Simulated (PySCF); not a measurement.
Highest orbital energy against ionisation energy along group 13

Calculated with PySCF 2.14, no spin-orbit coupling. Each cell gives −ε(HOMO) / ΔSCF in eV; NIST values include spin-orbit coupling, (s) semi-empirical, (t) theoretical.

```json
{"species": "B²⁺ (x2c-QZVPPall with one added diffuse shell each of s, p, d, f type, spin-free X2C)", "UHF": "37.834 / 37.829", "LDA": "32.368 / 37.909", "PBE": "32.665 / 38.301", "PBE0": "34.064 / 38.241", "r2SCAN": "32.918 / 37.873", "NIST (lowest levels)": "37.931"}
{"species": "Al²⁺ (x2c-QZVPPall with one added diffuse shell each of s, p, d, f type, spin-free X2C)", "UHF": "28.110 / 28.089", "LDA": "24.588 / 28.877", "PBE": "24.482 / 28.874", "PBE0": "25.501 / 28.736", "r2SCAN": "24.698 / 28.438", "NIST (lowest levels)": "28.448"}
{"species": "Ga²⁺ (x2c-QZVPPall with one added diffuse shell each of s, p, d, f type, spin-free X2C)", "UHF": "29.748 / 29.633", "LDA": "27.024 / 31.931", "PBE": "26.692 / 31.609", "PBE0": "27.603 / 31.203", "r2SCAN": "27.047 / 31.321", "NIST (lowest levels)": "30.726"}
{"species": "In²⁺ (x2c-QZVPPall with one added diffuse shell each of s, p, d, f type, spin-free X2C)", "UHF": "26.780 / 26.627", "LDA": "24.536 / 28.971", "PBE": "24.140 / 28.565", "PBE0": "24.973 / 28.208", "r2SCAN": "24.355 / 28.228", "NIST (lowest levels)": "28.044"}
```

How far is −ε(HOMO) from ΔSCF on average for each method, and why?

UHF 0.07 eV; LDA -4.79 eV; PBE -4.84 eV; PBE0 -3.56 eV; r2SCAN -4.21 eV. Hartree-Fock orbital energies lack relaxation and so exceed the ΔSCF value; semilocal functionals have convex E(N) from self-interaction, so their HOMO lies far too high; exact exchange moves hybrids part of the way back.
